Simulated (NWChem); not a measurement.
System: SnS, singlet; SMILES [S]=[Sn]

Output (shortened):

```
             Northwest Computational Chemistry Package (NWChem) 7.3.0
             --------------------------------------------------------

                             Geometry "geometry" -> ""
                             -------------------------

 Output coordinates in angstroms (scale by  1.889725989 to convert to a.u.)

  No.       Tag          Charge          X              Y              Z
 ---- ---------------- ---------- -------------- -------------- --------------
    1 Sn                  50.0000     0.00000000     0.00000000    -0.53646100
    2 S                   16.0000     0.00000000     0.00000000     1.68608700

 Effective nuclear repulsion energy (a.u.)     190.4758858750

                                 NWChem DFT Module
                                 -----------------

 Summary of "ao basis" -> "ao basis" (spherical)
 ------------------------------------------------------------------------------
       Tag                 Description            Shells   Functions and Types
 ---------------- ------------------------------  ------  ---------------------
 Sn                        def2-svpd                12       32   5s4p3d
 S                         def2-svpd                11       27   5s4p2d

            General Information
            -------------------
          SCF calculation type: DFT
          Wavefunction type:  closed shell.
          No. of atoms     :     2
          No. of electrons :    38
           Alpha electrons :    19
            Beta electrons :    19
          Charge           :     0
          Spin multiplicity:     1
          Use of symmetry is: off; symmetry adaption is: off
          Maximum number of iterations: 150
          AO basis - number of functions:    59
                     number of shells:    23
          Convergence on energy requested:  1.00D-06
          Convergence on density requested:  1.00D-05
          Convergence on gradient requested:  5.00D-04

              XC Information
              --------------
                         B3LYP Method XC Potential
                     Hartree-Fock (Exact) Exchange  0.200
                        Slater Exchange Functional  0.800 local
                    Becke 1988 Exchange Functional  0.720 non-local
              Lee-Yang-Parr Correlation Functional  0.810
                  VWN I RPA Correlation Functional  0.190 local

             Grid Information
             ----------------
          Grid used for XC integration:  medium
          Radial quadrature: Mura-Knowles
          Angular quadrature: Lebedev.
          Tag              B.-S. Rad. Rad. Pts. Rad. Cut. Ang. Pts.
          ---              ---------- --------- --------- ---------
          Sn                  1.45      123          12.0       590
          S                   1.00       88          12.0       590
          Grid pruning is: on
          Number of quadrature shells:   211
          Spatial weights used:  Erf1

      Superposition of Atomic Density Guess
      -------------------------------------

 Sum of atomic energies:        -646.44440132

      Non-variational initial energy
      ------------------------------

 Total energy =    -610.744744
 1-e energy   =   -1092.333162
 2-e energy   =     397.779028
 HOMO         =      -0.281112
 LUMO         =      -0.045953

   convergence    iter        energy       DeltaE   RMS-Dens  Diis-err
 ---------------- ----- ----------------- --------- --------- ---------
 d= 0,ls=0.0,diis     1   -612.4066445882 -6.96D+02  4.60D-02  4.00D-01
 d= 0,ls=0.0,diis     2   -611.1420442942  1.26D+00  3.33D-02  5.64D+00
 d= 0,ls=0.0,diis     3   -612.5012844714 -1.36D+00  2.98D-03  1.13D-02
 d= 0,ls=0.0,diis     4   -612.5027081174 -1.42D-03  1.03D-03  3.50D-03
 d= 0,ls=0.0,diis     5   -612.5033409200 -6.33D-04  1.25D-04  3.75D-05
  Resetting Diis
 d= 0,ls=0.0,diis     6   -612.5033440945 -3.17D-06  3.20D-05  2.57D-06
 d= 0,ls=0.0,diis     7   -612.5033445675 -4.73D-07  8.54D-06  1.42D-08

         Total DFT energy =     -612.503344567550
      One electron energy =    -1093.444460346249
           Coulomb energy =      440.933892501014
    Exchange-Corr. energy =      -43.802166507324
 Nuclear repulsion energy =       83.809389785010

 Numeric. integr. density =       37.999999947351

                       DFT Final Molecular Orbital Analysis
                       ------------------------------------

 Vector   17  Occ=2.000000D+00  E=-2.697462D-01
              MO Center=  4.4D-08, -5.1D-08,  4.2D-01, r^2= 4.0D+00
   Bfn.  Coefficient  Atom+Function         Bfn.  Coefficient  Atom+Function
  ----- ------------  ---------------      ----- ------------  ---------------
    46     -0.418002  2 S  pz                14      0.394590  1 Sn pz
    43     -0.357885  2 S  pz                 3     -0.275962  1 Sn s
     4     -0.232913  1 Sn s                 40     -0.202453  2 S  pz
    17      0.164968  1 Sn pz                11     -0.132577  1 Sn pz
     8     -0.124421  1 Sn pz                 2      0.109169  1 Sn s

 Vector   18  Occ=2.000000D+00  E=-2.628474D-01
              MO Center= -1.4D-08,  5.4D-08,  1.2D+00, r^2= 2.3D+00
   Bfn.  Coefficient  Atom+Function         Bfn.  Coefficient  Atom+Function
  ----- ------------  ---------------      ----- ------------  ---------------
    45      0.517852  2 S  py                42      0.397344  2 S  py
    13      0.259292  1 Sn py                39      0.225621  2 S  py
    16      0.126713  1 Sn py                48      0.093245  2 S  py
    10     -0.083535  1 Sn py                 7     -0.078598  1 Sn py
    19     -0.068883  1 Sn d -1              24      0.039462  1 Sn d -1

 Vector   19  Occ=2.000000D+00  E=-2.628474D-01
              MO Center= -7.5D-08,  5.0D-09,  1.2D+00, r^2= 2.3D+00
   Bfn.  Coefficient  Atom+Function         Bfn.  Coefficient  Atom+Function
  ----- ------------  ---------------      ----- ------------  ---------------
    44      0.517853  2 S  px                41      0.397344  2 S  px
    12      0.259292  1 Sn px                38      0.225621  2 S  px
    15      0.126713  1 Sn px                47      0.093245  2 S  px
     9     -0.083535  1 Sn px                 6     -0.078598  1 Sn px
    21      0.068883  1 Sn d  1              26     -0.039462  1 Sn d  1

 Vector   20  Occ=0.000000D+00  E=-1.016435D-01
              MO Center= -7.0D-08,  6.3D-08, -2.7D-01, r^2= 4.2D+00
   Bfn.  Coefficient  Atom+Function         Bfn.  Coefficient  Atom+Function
  ----- ------------  ---------------      ----- ------------  ---------------
    15      0.407409  1 Sn px                16     -0.380563  1 Sn py
    12      0.370579  1 Sn px                13     -0.346160  1 Sn py
    44     -0.257319  2 S  px                45      0.240363  2 S  py
    41     -0.165631  2 S  px                42      0.154717  2 S  py
     9     -0.116223  1 Sn px                 6     -0.108074  1 Sn px

 Vector   21  Occ=0.000000D+00  E=-1.016435D-01
              MO Center= -1.5D-08,  8.6D-09, -2.7D-01, r^2= 4.2D+00
   Bfn.  Coefficient  Atom+Function         Bfn.  Coefficient  Atom+Function
  ----- ------------  ---------------      ----- ------------  ---------------
    16      0.407409  1 Sn py                15      0.380563  1 Sn px
    13      0.370579  1 Sn py                12      0.346160  1 Sn px
    45     -0.257319  2 S  py                44     -0.240363  2 S  px
    42     -0.165631  2 S  py                41     -0.154717  2 S  px
    10     -0.116223  1 Sn py                 7     -0.108074  1 Sn py

 Vector   22  Occ=0.000000D+00  E=-3.112778D-03
              MO Center= -6.9D-08,  4.0D-08, -1.1D+00, r^2= 8.3D+00
   Bfn.  Coefficient  Atom+Function         Bfn.  Coefficient  Atom+Function
  ----- ------------  ---------------      ----- ------------  ---------------
     5      1.696256  1 Sn s                 37     -1.448971  2 S  s
     4     -0.639105  1 Sn s                 30      0.484666  1 Sn d  0
    36      0.361173  2 S  s                  3     -0.313395  1 Sn s
    46     -0.269860  2 S  pz                14     -0.243013  1 Sn pz
    35      0.196321  2 S  s                 43     -0.182670  2 S  pz

     Multipole analysis of the density
     ---------------------------------

     L   x y z        total         alpha         beta         nuclear
     -   - - -        -----         -----         ----         -------
     0   0 0 0     -0.000000    -19.000000    -19.000000     38.000000

     1   1 0 0      0.000000      0.000000      0.000000      0.000000
     1   0 1 0      0.000000      0.000000      0.000000      0.000000
     1   0 0 1     -1.384938    -15.031001    -15.031001     28.677064

     2   2 0 0    -27.376036    -13.688018    -13.688018      0.000000
     2   1 1 0      0.000000      0.000000      0.000000      0.000000
     2   1 0 1      0.000001      0.000001      0.000001      0.000000
     2   0 2 0    -27.376036    -13.688018    -13.688018      0.000000
     2   0 1 1     -0.000001     -0.000000     -0.000000      0.000000
     2   0 0 2    -31.211093   -108.127571   -108.127571    185.044049

 *** CALLING NEW AORESP DRIVER FOR CLOSED AND OPEN SHELLS ***
 Entering AOResponse driver routine

--------------------------------------------------------------------------------

          -----------------------------------------------
          Solving response equations for perturbing field
          -----------------------------------------------

 number of frequencies:     1
 frequency in a.u.:  0.0000000E+00
 Perturbing field: electric
 Using El. Dipole Length Gauge

 Setting up CPKS with frequency omega =      0.00000000 a.u.

 STATIC response

                                NWChem CPHF Module
                                ------------------

  scftype          =     RHF
  nclosed          =       19
  nopen            =        0
  variables        =      760
  # of vectors     =        3
  tolerance        = 0.10D-03
  level shift      = 0.00D+00
  max iterations   =       50
  max subspace     =       30

 SCF residual:    5.3139303597932500E-004

Iterative solution of linear equations
  No. of variables      760
  No. of equations        3
  Maximum subspace       30
        Iterations       50
       Convergence  1.0D-04

   iter   nsub   residual    time
   ----  ------  --------  ---------
     1      3    1.24D+01       8.5
     2      6    2.31D+00      10.3
     3      9    4.23D-01      11.8
     4     12    8.09D-02      13.3
     5     15    9.01D-03      15.1
     6     18    2.44D-03      17.8
     7     21    2.07D-04      20.4
     8     24    7.27D-05      22.8

 Electric Dipole Response Matrix (nonzero elements):

              1        2        3
    1   51.4025  -0.0000  -0.0000
    2   -0.0000  51.4025  -0.0000
    3   -0.0000  -0.0000  91.1502

 ------------------------------------------
 average:        64.65171 + I       0.00000

 DFT Linear Response polarizability / au
 Frequency  =       0.0000000 / au
              X              Y              Z
 -----------------------------------------------
 X      51.4024702     -0.0000004     -0.0000004
 Y      -0.0000004     51.4024717     -0.0000005
 Z      -0.0000004     -0.0000005     91.1502004
 -----------------------------------------------
 Eigenvalues =      51.4024702     51.4024718     91.1502004
 Isotropic   =      64.6517141
 Anisotropic =      39.7477294
 -----------------------------------------------

 Magnetic Dipole Response Matrix (nonzero elements):

 Exiting AOResponse driver routine
```

Level: B3LYP/def2-SVPD with def2 effective core potentials on Sn. Low-valent species are run as closed-shell singlets; no triplet was tried in these runs. Coordinates come from a PBE0/def2-SVP optimisation. B3LYP is NWChem's, with the RPA form of VWN correlation. def2 effective core potentials on Sn; no spin-orbit coupling.

**Question.** Reconstruct the input file.

**Answer.** Several could match; the one computed here: the input that was run:
```
start job
memory heap 200 mb stack 900 mb global 1100 mb
geometry units angstroms noautosym nocenter noautoz
  Sn     0.000000     0.000000    -0.536461
  S      0.000000     0.000000     1.686087
end
basis spherical
  Sn library def2-svpd
  S library def2-svpd
end
ecp
  Sn library def2-ecp
end
dft
  xc b3lyp
  iterations 150
end
property
  response 1 0.0
end
task dft property
```
